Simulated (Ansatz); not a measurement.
Cost and result up the ladder for In(H2O)F3 (InOF₃H₂) (7 atoms). The state is a singlet with charge 0. Geometry: PBE0-D4/def2-SVP.

```
atom   x (Å)   y (Å)   z (Å)
 In1  -0.823  -0.426   0.353
  O2   0.775   0.768  -0.740
  H3   1.375   0.065  -1.037
  H4   1.227   1.208  -0.001
  F5  -2.636  -0.118  -0.263
  F6  -0.124   0.481   1.943
  F7   0.206  -1.978  -0.254
```

Ansatz on 4 threads of Arm Neoverse V2 on a shared host. Times are rough, and most runs start from the orbitals of an earlier one. CAM-B3LYP-D4/def2-TZVP serves as the yardstick here, not as an exact answer. Differences are given only for rows in sets of like size (and for xTB, whose basis is part of the method), since another set adds its own error. Binding counts from free atoms at the same level (In doublet, O triplet, H doublet, F doublet; other spins of the atoms weren't run), without zero-point energy or a counterpoise term.

In the def2 sets In takes a core potential; there is no spin–orbit coupling. Correlated methods freeze 8 core orbitals; core or outer-core shells of In are correlated, in sets that lack core-valence functions.

Correlated methods converge slowly with the basis.

```
                          level  functions  wall time  binding energy per atom (eV)  difference from CAM-B3LYP-D4/def2-TZVP (eV)
                PBE-D4/def2-SVP         92     0.65 s                          3.43                                            –
          LDA (SPW92)/def2-TZVP        186     0.85 s                          3.99                                         0.61
               PBE0-D4/def2-SVP         92     0.95 s                          3.26                                            –
               PBE-D4/def2-TZVP        186      1.4 s                          3.44                                         0.07
            revPBE-D4/def2-TZVP        186      1.4 s                          3.31                                        -0.07
                  MP2/def2-TZVP        186      1.9 s                          3.41                                         0.04
             BHLYP-D4/def2-TZVP        186        2 s                          3.12                                        -0.26
         CAM-B3LYP-D4/def2-TZVP        186      2.2 s                          3.37                                         0.00
            r2SCAN-D4/def2-TZVP        186      2.7 s                          3.38                                         0.00
PBE0-D4/def2-TZVP (with forces)        186      2.8 s                          3.29                                        -0.09
             PBE0-D4/def2-TZVPD        234        3 s                          3.29                                        -0.08
           r2SCAN-D4/def2-TZVPD        234      4.1 s                          3.38                                         0.01
               B97M-V/def2-TZVP        186        5 s                          3.36                                        -0.01
             CCSD(T)/def2-TZVPP        202    2.4 min                          3.30                                        -0.07
```
